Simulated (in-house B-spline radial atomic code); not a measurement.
Configurations of Tc II (Tc+), with energies counted from [Kr] 4d5 5s1. All numbers are computed (scalar-relativistic (X2C) B3LYP, spin-polarised, spherical fractional occupations, exact exchange averaged over the configuration; Fermi nucleus of rms radius 4.41117 fm) with an all-electron radial atomic-structure program (B-spline basis), not measured. Shells without spins written out take the highest spin.

Occupations are held fixed; configurations that lie above the ionisation limit could autoionise.

| configuration | E - E(ref) (eV) | highest orbital | its <r> (bohr) |
| --- | --- | --- | --- |
| [Kr] 4d4 5s1 5p1 | 8.9264 | 5p up | 3.477 |
| [Kr] 4d5 6p1 | 10.22 | 6p up | 7.902 |
| [Kr] 4d5 6f1 | 13.583 | 6f up | 21.14 |
| [Kr] 4d4 4f1 5s1 | 17.096 | 4f up | 7.915 |
| [Ar] 3d10 4s2 4p5 4d5 5s1 5f1 | 54.437 | 5f up | 13.34 |

**Question.** Order these further configurations by energy, lowest first.
A. [Kr] 4d6
B. [Ar] 3d9 4s2 4p6 4d5 5s1 6f1
C. [Ar] 3d9 4s2 4p6 4d5 4f1 5s1
D. [Ar] 3d9 4s2 4p6 4d5 5s2
E. [Ar] 3d10 4s2 4p5 4d5 5s1 5p1

**Answer.** A (0.40942 eV), E (45.017 eV), D (257.67 eV), C (269.6 eV), B (271.42 eV).

**Question.** How far above the reference does [Ar] 3d9 4s2 4p6 4d5 5s1 5d1 lie?

**Answer.** 267.22 eV; its least bound orbital is 5d up with <r> = 5.533 bohr.
